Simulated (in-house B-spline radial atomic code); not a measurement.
**Solving the quasi-particle equation for 6s up of Lu III (Lu2+)**

Configuration [Xe] 4f14 6s1, highest spin, start PBE0; correlation leaves out the 2 deepest shells. Computed with an all-electron radial atomic-structure program (B-spline basis): all electrons, scalar-relativistic (spin-free one-electron X2C), finite nucleus, each spin shell either full or empty, empty states to l = 9 with an (l + 1/2)⁻⁴ tail; G0W0 by contour deformation at full frequency.

RPA overbinds a lone outer s electron by self-correlation, and G0W0 tends to as well.

At the mean-field level ε = -18.603 eV the matrix elements are Σx = -10.683 eV, v_xc = -9.228 eV and Σc(ε) = -1.604 eV, and the slope of the correlation self-energy is dΣc/dω = -0.0769. The quasi-particle energy solves E = ε + Σx − v_xc + Σc(E).

(1) What does the linearised equation give?

(2) How does that compare with the full solution and with static screening?

## Answers

(1) Z = 1/(1 − dΣc/dω) = 1/1.0769 = 0.9286. The first-order shift is Σx − v_xc + Σc(ε) = -10.683 − (-9.228) + (-1.604) = -3.059 eV, so E ≈ ε + Z × shift = -18.603 + 0.9286 × (-3.059) = -21.444 eV.

(2) Solving the equation at full frequency dependence gives E = -21.476 eV, where Σc = -1.418 eV and the weight is 0.946; the linearised value is off by 32 meV. Leaving Z out would give -21.662 eV. Static COHSEX puts -2.877 eV in place of Σc and gives -22.935 eV, 1.46 eV deeper. The tabulated removal energy is 20.959 ± 0.0012 eV (NIST, measured); the run leaves out spin-orbit coupling, Breit and QED terms.
